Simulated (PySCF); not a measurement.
# One molecule, several mistakes: C2H8NSi

Calculated results; nothing here was measured. They come from PySCF 2.14.0, an open-source quantum chemistry program, on an isolated molecule that a program drew, which may never have been made. The molecule is C2H8NSi (charge 0, doublet), drawn as the SMILES string `[CH2]N[SiH2]C`.

Each row is a Hartree-Fock (HF) and frozen-core CCSD(T) single point in the cc-pV(D+d)Z basis, meant for a local HF minimum. Run 1 is clean. Each other run has one planted mistake out of seven kinds, and not every kind appears here: one electron removed, one electron added, multiplicity raised by two, geometry at a saddle point, minimal basis STO-3G, one bond length entered in bohr, all coordinates scaled. The reference is restricted for singlets and unrestricted otherwise, and also for a bond in bohr. Adding or removing an electron swaps singlet and doublet. Electrons count all cores. HOMO and LUMO are orbital energies over both spins, the gradient is its largest component, and the lowest frequency (negative if imaginary) is given only where the gradient is small. Bond lengths are over the 11 bonds as drawn. T1 is the CCSD diagnostic: over 0.02 (restricted) or 0.045 (unrestricted) a single reference is doubtful.

Geometry of the clean run:
```xyz
12
C2H8NSi, angstrom
C     0.0822   -0.9213    1.5617
N     0.5472   -0.0913    0.5365
Si   -0.1224    1.4436    0.0799
C    -0.0626    2.6690    1.4965
H     0.6703   -1.8000    1.7952
H    -0.4538   -0.4467    2.3748
H     1.1170   -0.5633   -0.1381
H    -1.5316    1.3351   -0.3795
H     0.7044    1.9056   -1.0599
H    -0.6675    2.3313    2.3427
H     0.9622    2.8152    1.8472
H    -0.4584    3.6365    1.1732
```

| run | electrons | basis functions | <S^2> | HOMO (eV) | LUMO (eV) | gradient (hartree/bohr) | lowest frequency (cm^-1) | mean bond (Å) | longest bond (Å) | T1 | HF (hartree) | CCSD(T) (hartree) | mistake |
|---|---|---|---|---|---|---|---|---|---|---|---|---|---|
| 1 | 41 | 105 | 0.760 | -7.91 | 4.38 | 1.7e-05 | 69 | 1.3113 | 1.874 | 0.0140 | -423.77075 | -424.38361 | no fault |
| 2 | 42 | 105 | 0.000 | 1.57 | 8.84 | 7.6e-02 | - | 1.3113 | 1.874 | 0.0205 | -423.65266 | -424.30527 | one electron added |
| 3 | 40 | 105 | 0.000 | -16.59 | -4.86 | 1.2e-01 | - | 1.3113 | 1.874 | 0.0203 | -423.53501 | -424.15277 | one electron removed |
| 4 | 41 | 105 | 0.761 | -8.07 | 4.30 | 1.9e-02 | - | 1.3481 | 1.926 | 0.0148 | -423.76239 | -424.38094 | ? |
| 5 | 41 | 105 | 3.768 | -2.29 | -0.93 | 6.9e-02 | - | 1.3113 | 1.874 | 0.0398 | -423.50845 | -424.09973 | ? |

**Which mistake was planted in run 4, and what did it cost?**

The mean and the longest bond both change by the same factor, 1.028, and the gradient is no longer small. So the mistake is: all coordinates scaled. Subtracting run 1 and multiplying by 627.51 kcal/mol a hartree, the energy moved by 5.2 kcal/mol in HF and 1.7 kcal/mol in CCSD(T).

**Which mistake was planted in run 5, and what did it cost?**

Electrons, basis and geometry are unchanged, and <S^2> is 3.768, beside S(S+1) = 3.75 for a multiplicity of 4. So the mistake is: multiplicity raised by two. Subtracting run 1 and multiplying by 627.51 kcal/mol a hartree, the energy moved by 164.6 kcal/mol in HF and 178.1 kcal/mol in CCSD(T).

Cautions from the logs. Run 2: T1 is over the limit, so its CCSD(T) energy is less reliable and the HOMO is above zero, so the electron isn't bound and the energy depends on the basis; run 3: T1 is over the limit, so its CCSD(T) energy is less reliable.
